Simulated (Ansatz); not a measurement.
A trace of molecular dynamics of F3Ge2H5 (10 atoms, charge 0, multiplicity 1).

Theory: Ansatz, RKS PBE-D4/def2-SVP.

```json
{
  "ensemble": "NVE (velocity Verlet)",
  "starting velocities drawn for": "100 K",
  "seed": "9842"
}
```

```csv
time (fs),T (K),potential energy less start (eV),conserved less start (meV/atom)
0,100,0.000,0.00
4,87,0.014,0.01
8,127,-0.027,0.01
12,231,-0.135,0.02
16,452,-0.364,0.00
20,664,-0.583,0.00
24,839,-0.765,-0.01
28,901,-0.829,0.00
32,884,-0.810,-0.01
36,832,-0.757,0.02
40,945,-0.874,0.01
44,1144,-1.080,-0.01
48,1280,-1.220,-0.02
52,1269,-1.209,0.00
56,1211,-1.149,0.00
60,1127,-1.062,0.01
64,1082,-1.015,0.00
68,1079,-1.013,0.01
72,1150,-1.086,0.00
76,1203,-1.140,-0.01
80,1137,-1.073,-0.03
84,884,-0.811,0.00
88,659,-0.578,0.02
92,678,-0.598,0.01
96,842,-0.767,-0.02
100,924,-0.852,-0.01
```

Problem. Is this trajectory sound?

Solution. The conserved energy stayed within 0.03 meV per atom of its start (net change -0.012 meV per atom), so the integration is sound. The kinetic energy rose, since the run started high on the potential surface and went downhill. It ends in pieces (F3Ge2H3 + H2), so much of that is their flight and rotation, not heat. A run of 0.1 ps of so small a system gives no equilibrium averages. The orbitals stay closed-shell, which can raise the energy where a bond breaks towards radicals; this wasn't checked here. The time step was 0.5 fs.

Run time: 4.3 min on 4 threads of Arm Neoverse V1, on a shared host, peak memory 0.2 GiB.
